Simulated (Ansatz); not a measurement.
Geometry optimisation, Ansatz, UKS PBE/STO-3G.

Input file:

```yaml
crystal:
  periodic: [false, false, false]
  atoms:
    - { symbol: F, position_ang: [-2.3237, -0.569, 0.2787] }
    - { symbol: Si, position_ang: [-0.8262, -1.1529, 0.5001] }
    - { symbol: "N", position_ang: [0.0702, -0.0878, 1.591] }
    - { symbol: B, position_ang: [0.6615, 1.091, 0.7539] }
    - { symbol: "N", position_ang: [1.2116, 0.8151, -0.6356] }
    - { symbol: C, position_ang: [0.2535, 0.1151, -1.4722] }
    - { symbol: O, position_ang: [0.0486, -1.216, -1.0075] }
    - { symbol: H, position_ang: [-0.8803, -2.4814, 1.0715] }
    - { symbol: H, position_ang: [-0.559, 0.3036, 2.3586] }
    - { symbol: H, position_ang: [0.3572, 2.1912, 1.1152] }
    - { symbol: H, position_ang: [2.0434, 0.2207, -0.4567] }
    - { symbol: H, position_ang: [-0.6775, 0.6805, -1.5773] }
    - { symbol: H, position_ang: [0.641, 0.0551, -2.505] }
magnetization:
  spin_polarized: true
basis:
  gaussian: { orbitals: STO-3G }
hamiltonian:
  xc: pbe
relax:
  f_tol: 0.02
  max_steps: 40
```

Command:

```bash
$ ansatz run input.yaml --threads 1 --pin off --max-ram 2048MiB --backend cpu --events-out ev --progress --plain --runs-dir out
```

Q: Where does it end, and by what steps?

A: The forces met the threshold. Limits of this set-up: minimal basis. After 15 steps the energy has fallen by 2.028 eV; H11 moved furthest, 1.28 Å.

```json
{"step": "0", "energy less start (eV)": "0.0000", "largest force component (eV/Å)": "3.680", "accepted": "yes"}
{"step": "1", "energy less start (eV)": "-0.6956", "largest force component (eV/Å)": "2.231", "accepted": "yes"}
{"step": "2", "energy less start (eV)": "-1.0120", "largest force component (eV/Å)": "1.214", "accepted": "yes"}
{"step": "3", "energy less start (eV)": "-1.2622", "largest force component (eV/Å)": "0.891", "accepted": "yes"}
{"step": "4", "energy less start (eV)": "-1.4948", "largest force component (eV/Å)": "1.067", "accepted": "yes"}
{"step": "5", "energy less start (eV)": "-1.6972", "largest force component (eV/Å)": "1.457", "accepted": "yes"}
{"step": "6", "energy less start (eV)": "-1.8696", "largest force component (eV/Å)": "1.354", "accepted": "yes"}
{"step": "7", "energy less start (eV)": "-1.9536", "largest force component (eV/Å)": "1.162", "accepted": "yes"}
{"step": "8", "energy less start (eV)": "-1.9845", "largest force component (eV/Å)": "0.467", "accepted": "yes"}
{"step": "9", "energy less start (eV)": "-2.0159", "largest force component (eV/Å)": "0.196", "accepted": "yes"}
{"step": "10", "energy less start (eV)": "-2.0231", "largest force component (eV/Å)": "0.113", "accepted": "yes"}
{"step": "11", "energy less start (eV)": "-2.0261", "largest force component (eV/Å)": "0.087", "accepted": "yes"}
{"step": "12", "energy less start (eV)": "-2.0277", "largest force component (eV/Å)": "0.053", "accepted": "yes"}
{"step": "13", "energy less start (eV)": "-2.0277", "largest force component (eV/Å)": "0.057", "accepted": "yes"}
{"step": "14", "energy less start (eV)": "-2.0276", "largest force component (eV/Å)": "0.050", "accepted": "no"}
{"step": "15", "energy less start (eV)": "-2.0279", "largest force component (eV/Å)": "0.019", "accepted": "yes"}
```

```xyz
13
Properties=species:S:1:pos:R:3
F -2.546 -0.777 0.035
Si -1.013 -1.146 0.504
N -0.318 0.188 1.421
B 0.712 1.001 0.865
N 1.005 0.881 -0.522
C 0.284 -0.050 -1.466
O 0.002 -1.371 -0.887
H -1.005 -2.406 1.248
H -0.526 0.278 2.440
H 1.330 1.760 1.521
H 1.820 1.374 -0.954
H -0.663 0.452 -1.830
H 0.937 -0.219 -2.360
```

Time of the run: 95 s on 1 thread of Arm Neoverse V2, on a shared host, peak memory 0.24 GiB.
